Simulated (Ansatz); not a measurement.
Cost and result for the atomization energy of H7N2SSi2, SMILES `N[SiH]S[SiH2]N` radical (12 atoms, 11 bonds).

```xyz
12

N    -0.092   -0.868   -1.564
Si    0.283   -2.112   -0.453
S     0.374   -1.286    1.536
Si    0.423    0.805    1.145
N    -1.070    1.299    0.420
H     0.096   -0.963   -2.548
H    -0.786   -0.167   -1.341
H     1.613   -2.665   -0.864
H     1.498    1.221    0.215
H     0.681    1.391    2.490
H    -1.918    1.114    0.937
H    -1.102    2.230    0.027
```

The species carries charge 0 and has multiplicity 2. The geometry is a stationary point of PBE0-D4/def2-TZVP. It is one conformer, not always the lowest. Program: Ansatz. All runs use 2 threads of an AMD EPYC 7R13 on a shared host and a share of an NVIDIA H100 80 GB. Times are those of one run each, without the atoms' runs, and a repeat can differ threefold. Electronic energies, without spin–orbit coupling; frozen cores. CCSD(T)/CBS adds CCSD(T) − MP2 in def2-TZVPP to the MP2 limit, and its time is that of the two runs behind it. T1 = 0.014; ⟨S²⟩ of the reference is 0.76. B3LYP takes the VWN-RPA correlation (the form of Gaussian; ORCA's B3LYP/G).

CCSD(T)/CBS is a level of theory with its own doubt, some kJ/mol a heavy atom from the limit and from the frozen cores, so smaller differences don't rank the functionals.

```
                             level  functions  wall time
r2SCAN-D4/def2-TZVPP (with forces)        286      3.2 s
                 B2PLYP/def2-TZVPP        286      4.1 s
                ωB97X-V/def2-TZVPP        286      4.5 s
   PBE-D4/def2-TZVPP (with forces)        286      4.6 s
 B3LYP-D4/def2-TZVPP (with forces)        286      4.6 s
                PBE0-D4/def2-TZVPP        286      4.9 s
  ωB97M-V/def2-TZVPP (with forces)        286      5.5 s
                    MP2/def2-QZVPP        534      6.5 s
                CCSD(T)/def2-TZVPP        286       14 s
                 CCSD(T)/CBS(def2)          –       20 s
```

(1) What atomization energy does each give, and how far from CCSD(T)/CBS? (An estimate is asked.)

Results:

(1) The calculation gave: 
```csv
level,atomization (kcal/mol),difference from CCSD(T)/CBS,per bond
r2SCAN-D4/def2-TZVPP (with forces),932.3,0.1,0.0
B2PLYP/def2-TZVPP,918.1,-14.1,-1.3
ωB97X-V/def2-TZVPP,940.2,8.0,0.7
PBE-D4/def2-TZVPP (with forces),944.2,12.0,1.1
B3LYP-D4/def2-TZVPP (with forces),935.5,3.3,0.3
PBE0-D4/def2-TZVPP,928.7,-3.5,-0.3
ωB97M-V/def2-TZVPP (with forces),937.0,4.8,0.4
MP2/def2-QZVPP,927.5,-4.7,-0.4
CCSD(T)/def2-TZVPP,898.7,-33.5,-3.0
CCSD(T)/CBS(def2),932.2,0.0,0.0
```

In def2-TZVPP, CCSD(T) changes the Hartree–Fock value by +251.6 kcal/mol (the triples alone add +14.6 kcal/mol) and MP2 by +260.4 kcal/mol; breaking electron pairs costs correlation energy, which Hartree–Fock lacks. From PBE to PBE0 (25 % exact exchange), in def2-TZVPP and without D4, the atomization energy moves by −14.2 kcal/mol: exact exchange takes away binding that semilocal exchange gives to molecules. The D4 term adds +14.0 kcal/mol with B3LYP and +7.4 kcal/mol with PBE0; it sums over pairs of atoms, weighted by their polarisabilities, and B3LYP, whose exchange is more repulsive, gets the larger term.
